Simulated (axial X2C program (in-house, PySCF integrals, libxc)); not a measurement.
## Spin–orbit effects down a group: molecules with Y (ions), HF

All values come from calculations with an axial X2C code built on PySCF integrals, spin-free (one-electron X2C) or two-component (2c: spin–orbit coupling with atomic mean-field Coulomb and Gaunt terms, which also bring small scalar terms), in Dyall basis sets with cores contracted in-house; open shells are unrestricted.

Basis sets: O dyall-av3z, S dyall-av3z, Se dyall-acv3z, Y dyall-acv3z.

```json
{"molecule": "YO⁻", "spin-free state": "M_S = 0, Λ = 0", "Re (Å)": "1.814", "ωe (cm⁻¹)": "834.5", "De (eV)": "n/a", "2c state": "Ω = 0", "Re 2c (Å)": "1.814", "ωe 2c (cm⁻¹)": "834.6", "De 2c (eV)": "n/a"}
{"molecule": "YS⁻", "spin-free state": "M_S = 0, Λ = 0", "Re (Å)": "2.373", "ωe (cm⁻¹)": "445.6", "De (eV)": "3.62", "2c state": "Ω = 0", "Re 2c (Å)": "2.372", "ωe 2c (cm⁻¹)": "445.7", "De 2c (eV)": "n/a"}
{"molecule": "YSe⁻", "spin-free state": "M_S = 0, Λ = 0", "Re (Å)": "2.515", "ωe (cm⁻¹)": "306.6", "De (eV)": "3.20", "2c state": "Ω = 0", "Re 2c (Å)": "2.514", "ωe 2c (cm⁻¹)": "306.4", "De 2c (eV)": "n/a"}
```

Q: Work out the shifts from the spin-free to the two-component result.

A: 

| molecule | 2c state | ΔRe (Å) | Δωe (cm⁻¹) | ΔDe (eV) |
| --- | --- | --- | --- | --- |
| YO⁻ | Ω = 0 | 0.000 | 0.1 | n/a |
| YS⁻ | Ω = 0 | -0.001 | 0.1 | n/a |
| YSe⁻ | Ω = 0 | -0.001 | -0.2 | n/a |

Shifts of one unit in the last digit are rounding.

Fragments in 2c: Y- + O, Y + S-, Y + Se-. Each entry is the lowest single determinant of a limited PBE0 search at one distance. De goes to single-determinant-based atoms at the same level (for ions the charge split of lowest energy) and is withheld (n/a) where an atom does not fit its ground term or J level. Main or longest-lived isotopes.
